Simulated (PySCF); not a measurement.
H₇NO₂Si₂, SMILES N[Si@@H](O[SiH3])O. Geometry: PBE0-D3(BJ)/def2-SVP. The structure was generated by enumeration; whether it is a known compound was not checked. Other conformers were not sampled.

Problem. Give the equilibrium geometry at PBE0-D3(BJ)/def2-SVP (PySCF confirms it by a frequency run) as Cartesian coordinates in Å. (Estimate from the structure and the level; the computed values follow.)

Solution. This is not unique; one that fits is 
```xyz
12

N     -2.1477     0.7061     0.5750
Si    -0.9575    -0.0878    -0.3681
O     -0.6331    -1.5841     0.2783
O      0.5323     0.6317    -0.3904
Si     2.0819     0.2404     0.0651
H     -1.9830     0.9145     1.5541
H     -2.7269     1.4179     0.1445
H     -1.4817    -0.1233    -1.7563
H     -1.3960    -2.0920     0.5677
H      2.1563    -0.0266     1.5334
H      2.5768    -0.9576    -0.6754
H      2.9534     1.4071    -0.2559
```
Charge 0, spin multiplicity 1.
